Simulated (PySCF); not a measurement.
Two species compared at the same levels of theory.

First species: C6H6O2.
Numbering: `[CH:1]#[C:2][CH2:3][C:4](=[CH2:5])[O:6][CH:7]=[O:8]` (hydrogens: H9 on C1; H10, H11 on C3; H12, H13 on C5; H14 on C7)

Geometry (PBE0-D3(BJ)/def2-SVP, Å), atoms numbered from 1 in this order:
```xyz
14
C6H6O2 angstrom
C      2.344   -1.553    1.380
C      1.848   -0.576    0.868
C      1.243    0.604    0.258
C     -0.260    0.543    0.212
C     -1.071    1.386    0.854
O     -0.637   -0.507   -0.599
C     -1.898   -0.928   -0.780
O     -2.892   -0.464   -0.309
H      2.783   -2.420    1.837
H      1.545    1.507    0.808
H      1.624    0.712   -0.773
H     -2.154    1.316    0.799
H     -0.616    2.169    1.462
H     -1.866   -1.802   -1.463
```

Second species: C4H9GaS.
SMILES: `C[S][GaH][CH]1CC1`

Levels: CAM-B3LYP/def2-SVPD for dipole moment, HOMO energy, LUMO energy, HOMO–LUMO gap, static isotropic polarisability and electronic spatial extent ⟨r²⟩ about the centre of nuclear charge; TDDFT CAM-B3LYP/def2-SVPD for lowest singlet excitation; TDA CAM-B3LYP/def2-SVPD for lowest triplet excitation (Tamm–Dancoff); ΔSCF CAM-B3LYP/def2-SVPD for vertical ionisation energy; PBE0-D3(BJ)/def2-SVP for rotational constant A and rotational constant C. Geometries: PBE0-D3(BJ)/def2-SVP. Each structure is a single optimised conformer of the isolated species, non-relativistic unless stated; the electronic structure was computed with PySCF and density fitting.

The conformers computed, where there is a choice (atom-mapped SMILES and torsion angles):
- `[CH:1]#[C:2][CH2:3][C:4](=[CH2:5])[O:6][CH:7]=[O:8]`: C2–C3–C4–C5 117°, C3–C4–O6–C7 174°, C4–O6–C7–O8 2°
- `[CH3:1][S:2][GaH:3][CH:4]1[CH2:5][CH2:6]1`: C1–S2–Ga3–C4 -177°, S2–Ga3–C4–C5 -31°

Values for the first species:

| Property | Result |
| --- | --- |
| Dipole moment | 1.81 D |
| HOMO energy | -8.96 eV |
| LUMO energy | 0.32 eV |
| HOMO–LUMO gap | 9.28 eV |
| Lowest singlet excitation | 5.60 eV |
| Lowest triplet excitation (Tamm–Dancoff) | 4.23 eV |
| Static isotropic polarisability | 76.7 au |
| Vertical ionisation energy | 9.73 eV |
| Electronic spatial extent ⟨r²⟩ about the centre of nuclear charge | 1078 bohr² |
| Rotational constant A | 4.072 GHz |
| Rotational constant C | 1.075 GHz |

Question: Estimate the same properties for the second species, and the change in each.

Answer: 
```
                                                         property       first      second  second less first
                                                    dipole moment      1.81 D      1.18 D            -0.63 D
                                                      HOMO energy    -8.96 eV    -8.17 eV           +0.79 eV
                                                      LUMO energy     0.32 eV    -0.13 eV           -0.45 eV
                                                    HOMO–LUMO gap     9.28 eV     8.04 eV           -1.24 eV
                                        lowest singlet excitation     5.60 eV     5.22 eV           -0.38 eV
                         lowest triplet excitation (Tamm–Dancoff)     4.23 eV     4.44 eV           +0.21 eV
                                  static isotropic polarisability     76.7 au     96.9 au           +20.2 au
                                       vertical ionisation energy     9.73 eV     8.93 eV           -0.80 eV
electronic spatial extent ⟨r²⟩ about the centre of nuclear charge  1078 bohr²  1240 bohr²         +162 bohr²
                                            rotational constant A   4.072 GHz   3.920 GHz         -0.152 GHz
                                            rotational constant C   1.075 GHz   0.974 GHz         -0.101 GHz
```

On the first: The dipole matches unit charges of opposite sign 0.38 Å apart (1 e·Å = 4.8032 D). No computed singlet falls in the visible range (750 to 380 nm, 1.65 to 3.26 eV); S1 lies 2.34 eV above its blue end.

On the second: The principal polarisabilities are 76.9, 94.6 and 119.2 au; their mean is the isotropic value. S1 lies 2.82 eV below the HOMO–LUMO gap; its leading configuration is HOMO→LUMO, weight 0.94. The calculation is non-relativistic and has no spin–orbit coupling, an omission that weighs most on gallium.
